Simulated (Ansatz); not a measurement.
Gas-phase electronic energies from Ansatz, PBE0-D4/def2-TZVP geometries. CBS: MP2 limit from def2 TZ/QZ plus the TZ coupled-cluster correction, frozen cores. This one scheme is used for every species, atoms too. DFT in def2-TZVPP. B3LYP here is the variant with VWN-RPA as its local correlation; programs differ in this. Open shells (•) are unrestricted, without spin–orbit coupling. Spin–orbit coupling would lower the free atoms: a little for C, Si. Each species was taken in one conformer, which may not be the lowest.

`NC([SiH3])N[SiH3]` → C• + 10 H• + 2 N• + 2 Si•  (atomization)

Task: What is ΔE at CCSD(T)/CBS? (An estimate is asked.)

Result: Computed: +4931.0 kJ/mol.

Task: What do these levels give: r2SCAN-D4, B3LYP-D4, ωB97X-V, ωB97M-V, B2PLYP, B3LYP, HF/def2-TZVPP, MP2/def2-TZVPP, SCS-MP2/def2-TZVPP, HF/def2-QZVPP, MP2/def2-QZVPP, SCS-MP2/def2-QZVPP? (Estimate.)

Result: Ansatz gave: r2SCAN-D4 4903.3, B3LYP-D4 4948.3, ωB97X-V 4966.6, ωB97M-V 4949.5, B2PLYP 4866.2, B3LYP 4891.8, HF/def2-TZVPP 3501.3, MP2/def2-TZVPP 4794.3, SCS-MP2/def2-TZVPP 4841.2, HF/def2-QZVPP 3511.5, MP2/def2-QZVPP 4881.2, SCS-MP2/def2-QZVPP 4941.0 kJ/mol.

Largest T1 diagnostic among the species: 0.012.

From PBE to PBE0 (25 % exact exchange), in def2-TZVPP and without D4, ΔE moves by −60.4 kJ/mol: exact exchange takes away binding that semilocal exchange gives to molecules. The D4 term adds +56.5 kJ/mol with B3LYP and +30.0 kJ/mol with PBE0; it sums over pairs of atoms, weighted by their polarisabilities, and B3LYP, whose exchange is more repulsive, gets the larger term.

For atomizations the MP2-based limit and the directly extrapolated one differ by several kJ/mol either way, and by 10 to 25 for some Ge, Se and Sn compounds, so smaller differences from it don't rank the levels.
